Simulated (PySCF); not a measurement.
Worked example: dipole moment from atomic charges

1-bromo-1-fluoropropa-1,2-diene (C₃H₂BrF), SMILES C=C=C(F)Br. Atoms are numbered in the order given.

```xyz
7

C     -0.8173     2.7734     0.0000
C     -0.1385     1.6562     0.0000
C      0.5179     0.5271     0.0000
F      1.8385     0.4339     0.0000
Br    -0.3341    -1.1477     0.0000
H     -1.1130     3.2621    -0.9361
H     -1.1130     3.2621     0.9361
```
Charge 0, spin multiplicity 1.

Geometry optimised at PBE0-D3(BJ)/def2-SVP.

Charges (e) from PySCF with r2SCAN/def2-TZVP:

```csv
atom,Mulliken,ESP fit
C1,-0.237,-0.482
C2,0.074,0.102
C3,0.052,0.015
F4,-0.159,-0.062
Br5,-0.027,-0.026
H6,0.148,0.227
H7,0.148,0.227
```

The dipole moment of the full density is 1.82 D.

Problem. What dipole moment does each set of point charges give, and which comes closer to that of the density?

Solution. 
μ = Σ q r, and 1 e Å = 4.8032 D.
Mulliken: Σ q r = (-0.402, 0.420, 0.000) e Å, |μ| = 2.79 D.
ESP fit: Σ q r = (-0.223, 0.324, 0.000) e Å, |μ| = 1.89 D.
ESP fit comes closer in size. Point charges leave out the atoms' own dipoles (lone pairs, polarised bonds); fits to the potential absorb them, partitions of the density don't.
